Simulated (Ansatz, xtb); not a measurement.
C3H6AlBr: 3 structures ranked

3 gas-phase structures of C3H6AlBr, from a drawn sample of its isomers (lower ones may exist). Each was relaxed with GFN2-xTB; where two conformers were screened, the lower at r2SCAN-D4/def2-SVP is listed:

A. `[Br][AlH][CH]1CC1`, a singlet
B. `C=[C](C)[AlH][Br]`, a singlet
C. `C=[CH][Al]([CH3])[Br]`, a singlet

Which do you expect lowest at r2SCAN-D4/def2-SVP, and how would the others follow?

Calculated order at r2SCAN-D4/def2-SVP: C (0.0), B (9.1), A (13.1) kcal/mol.

Energies above the lowest of each column, in kcal/mol; the last columns are at B3LYP/def2-SVP geometries:

```
structure  GFN2-xTB  HF/STO-3G  r2SCAN-D4/def2-SVP  B3LYP/def2-SVP  CCSD(T)/def2-SVP + ΔMP2/def2-TZVPP
        C      16.8        0.0                 0.0             0.0                                 0.0
        B       2.3       12.9                 9.1             7.8                                 9.2
        A       0.0        6.5                13.1            15.2                                16.4
```

CCSD(T)/def2-SVP + ΔMP2/def2-TZVPP puts C lowest; GFN2-xTB picks A. Flexible structures stand in one conformer each, not always the lowest. The ΔMP2 step shifts differences by up to 3.5 kcal/mol, which makes them less sure. ΔMP2 is the change of the MP2 energy from the smaller to the larger basis.

Programs: Ansatz 0.2.0, xtb 6.7.1.
